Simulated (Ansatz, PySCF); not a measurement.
H3AlO3, triplet, geometry from GFN2-xTB (such geometries of metal compounds can be far from the true shape) (a higher spin typed on purpose: for a closed-shell molecule this is an excited state), with bond 3-2 at 1.8 times its length. Base run: CASSCF(2,4)/6-31G in PySCF.

The PySCF input:
```python
from pyscf import gto, scf, mcscf
import numpy

mol = gto.Mole()
mol.atom = '''
    Al   -0.242515    0.062946   -0.177578
    O    -1.174941   -1.389104    0.138479
    H    -1.710964   -2.914355    0.727294
    O     0.285672    1.619920   -0.789636
    H     0.785112    2.414942   -0.969100
    O     1.133367   -0.294173    0.829895
    H     1.887528   -0.489920    1.382120
'''
mol.basis = '6-31g'
mol.charge = 0
mol.spin = 2
mol.verbose = 3
mol.build()

mf = scf.ROHF(mol)
mf.kernel()
mc = mcscf.CASSCF(mf, 4, 2)
mc.fix_spin_(ss=2.0)
mc.kernel()
occ = numpy.linalg.eigvalsh(mc.fcisolver.make_rdm1(mc.ci, mc.ncas, mc.nelecas))[::-1]
ss = mc.fcisolver.spin_square(mc.ci, mc.ncas, mc.nelecas)[0]
print('natural occupations', occ.round(4), ' <S^2>', round(ss, 4))
```

Programs used: Ansatz (a program for electronic structure), PySCF; a row that names a program was run with it.

Variants of this job, named by their change:

| change | ΔE vs base (kcal/mol) | natural occupations | <S^2> of the state | outcome |
|---|---|---|---|---|
| base | 0.000 | 1.00 1.00 0.00 0.00 | 2.00 | converged |
| orbitals = fixed (CASCI); correction = SC-NEVPT2 | -233.3 | 1.00 1.00 0.00 0.00 | 2.00 | converged |
| active space = 6 electrons, 5 orbitals | - | - | - | not converged |
| state_average = 2 states | 10.63 | - | - | converged |
| active space = 4 electrons, 6 orbitals | - | - | - | not converged |
| fix_spin_ = off | 0.000 | 1.00 1.00 0.00 0.00 | 2.00 | converged |
| code = ansatz | -0.284 | - | - | converged |
| orbitals = fixed (CASCI) | 0.000 | 1.00 1.00 0.00 0.00 | 2.00 | converged |
| conv_tol = 1e-5 | 0.000 | 1.00 1.00 0.00 0.00 | 2.00 | converged |
| code = ansatz; correction = SC-NEVPT2, all electrons | -231.7 | - | - | converged |
| active space = 4 electrons, 5 orbitals | -18.06 | 1.97 1.00 0.99 0.03 0.01 | 2.00 | converged |

Active orbitals are taken around the Fermi level unless the row says otherwise; CASSCF can end in different local minima, and two programs can end on different orbitals. State-averaged rows give the lowest state.

Open shells are given as the SCF converged; they aren't shown to be the lowest states, and a large step between rows can be another state.
